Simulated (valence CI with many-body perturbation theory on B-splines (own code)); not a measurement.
The numbers below are computed, except where a source is named.
## Lu LXV: what each term of the Hamiltonian does

Method: valence CI with perturbative core correlation (CI+MBPT): five valence electrons over a frozen Dirac-Fock core [He], a basis of 9 s, 9 p, 8 d, 6 f, 3 g, 1 h functions for each j, with the one-electron correlation potential Σ1 (screened to all orders), the two-electron term Σ2, the three-electron term Σ3, Breit, model QED; selected single and double excitations, second order for the rest (own B-spline code, finite nucleus).

No measured spectrum was set against this ion. As an estimate, large intervals hold to a few tenths of a per cent, small ones and those within an open d or f shell to about a per cent. Among the levels kept, up to 1200 cm⁻¹ of a level comes from second order outside the variational space, and about a tenth of that is noise between levels of different J, which matters for small intervals.

Each rung adds one term. CI alone is the Dirac-Coulomb CI over the frozen core; QED comes last and gives the full result, which names the levels. Energies are above (2s^2 2p1/2^2 2p3/2) J=3/2 on the same rung, in eV.

Levels are named by their leading jj configuration (3d3/2^4 stands for four electrons in 3d with j = 3/2), which in mixed levels can hold well under half, so a name can repeat and another be missing. Letters in brackets count levels of one name in rising energy.

| Level | CI alone | + Σ1 | + Σ2 | + Σ3 | + Breit | Full |
| --- | --- | --- | --- | --- | --- | --- |
| (2s^2 2p1/2 2p3/2^2) J=3/2 | 1157.7 | 1157.9 | 1157.9 | 1157.9 | 1142.3 | 1144.0 |
| (2s^2 2p1/2 2p3/2^2) J=5/2 | 1189.5 | 1189.7 | 1189.7 | 1189.7 | 1165.3 | 1166.9 |
| (2s^2 2p1/2 2p3/2^2) J=1/2 | 1227.4 | 1227.6 | 1227.7 | 1227.6 | 1214.4 | 1216.0 |
| (2s 2p1/2^2 2p3/2^2) J=5/2 | 1489.4 | 1489.3 | 1489.0 | 1488.9 | 1482.5 | 1468.6 |
| (2s 2p1/2^2 2p3/2^2) J=1/2 | 1580.7 | 1580.6 | 1580.3 | 1580.2 | 1582.8 | 1568.8 |
| (2s 2p1/2^2 2p3/2^2) J=3/2 | 1588.2 | 1588.1 | 1587.6 | 1587.3 | 1584.1 | 1570.1 |
| (2s^2 2p3/2^3) J=3/2 | 2390.5 | 2390.9 | 2391.0 | 2390.9 | 2359.4 | 2362.5 |
| (2s 2p1/2 2p3/2^3) J=3/2 [a] | 2668.4 | 2668.4 | 2668.2 | 2668.1 | 2651.1 | 2638.8 |
| (2s 2p1/2 2p3/2^3) J=5/2 | 2717.8 | 2717.8 | 2717.6 | 2717.4 | 2691.4 | 2679.1 |
| (2s 2p1/2 2p3/2^3) J=1/2 | 2769.1 | 2769.2 | 2768.8 | 2768.5 | 2751.9 | 2739.6 |
| (2s 2p1/2 2p3/2^3) J=3/2 [b] | 2782.9 | 2783.0 | 2782.6 | 2782.3 | 2760.6 | 2748.3 |
| (2p1/2^2 2p3/2^3) J=3/2 | 3139.7 | 3139.4 | 3138.6 | 3138.3 | 3134.2 | 3106.5 |
| (2s 2p3/2^4) J=1/2 | 3943.7 | 3944.0 | 3943.8 | 3943.6 | 3912.1 | 3901.4 |
| (2p1/2 2p3/2^4) J=1/2 | 4326.5 | 4326.4 | 4325.8 | 4325.4 | 4305.4 | 4279.1 |
| (2s^2 2p1/2^2 3s) J=1/2 | 8103.4 | 8103.7 | 8103.9 | 8103.7 | 8095.7 | 8098.4 |
| (2s^2 2p1/2^2 3p1/2) J=1/2 | 8201.9 | 8202.1 | 8202.2 | 8202.1 | 8198.7 | 8196.9 |
| (2s^2 2p1/2^2 3p3/2) J=3/2 | 8559.9 | 8560.1 | 8560.2 | 8560.0 | 8551.3 | 8550.0 |
| (2s^2 2p1/2^2 3d3/2) J=3/2 | 8647.3 | 8647.6 | 8647.7 | 8647.5 | 8638.4 | 8636.4 |
| (2s^2 2p1/2^2 3d5/2) J=5/2 | 8750.5 | 8750.8 | 8751.0 | 8750.8 | 8738.7 | 8737.0 |
| (2s^2 2p1/2 2p3/2 3s) J=3/2 [a] | 9277.2 | 9277.7 | 9277.7 | 9277.5 | 9252.0 | 9256.3 |
| (2s^2 2p1/2 2p3/2 3s) J=1/2 | 9287.1 | 9287.6 | 9287.6 | 9287.4 | 9261.8 | 9266.2 |
| (2s^2 2p1/2 2p3/2 3s) J=5/2 | 9304.3 | 9304.8 | 9304.9 | 9304.7 | 9271.5 | 9275.8 |
| (2s^2 2p1/2 2p3/2 3s) J=3/2 [b] | 9309.6 | 9310.1 | 9310.2 | 9310.0 | 9277.9 | 9282.2 |
| (2s^2 2p1/2 2p3/2 3p1/2) J=1/2 | 9374.3 | 9374.7 | 9374.7 | 9374.6 | 9353.8 | 9353.7 |
| (2s^2 2p1/2 2p3/2 3p1/2) J=3/2 [a] | 9383.1 | 9383.4 | 9383.4 | 9383.3 | 9360.0 | 9359.8 |
| (2s^2 2p1/2 2p3/2 3p1/2) J=5/2 | 9403.0 | 9403.4 | 9403.4 | 9403.2 | 9373.4 | 9373.2 |
| (2s^2 2p1/2 2p3/2 3p1/2) J=3/2 [b] | 9437.0 | 9437.4 | 9437.4 | 9437.2 | 9412.4 | 9412.2 |
| (2s 2p1/2^2 2p3/2 3s) J=5/2 | 9566.7 | 9566.9 | 9566.8 | 9566.6 | 9551.1 | 9540.0 |
| (2s 2p1/2^2 2p3/2 3s) J=3/2 [a] | 9593.7 | 9593.8 | 9593.7 | 9593.4 | 9579.2 | 9568.0 |
| (2s 2p1/2^2 2p3/2 3s) J=1/2 | 9654.4 | 9654.5 | 9654.3 | 9654.0 | 9641.0 | 9630.3 |
| (2s 2p1/2^2 2p3/2 3s) J=3/2 [b] | 9663.7 | 9663.9 | 9663.6 | 9663.3 | 9651.1 | 9639.9 |

How does the ionisation energy move along the ladder, and which term matters most?

CI alone 15226, + Σ1 15227, + Σ2 15227, + Σ3 15227, + Breit 15214, + QED 15212 eV. The largest step is Breit, -13 eV. NIST lists 15211 ± 24 eV (theoretical).
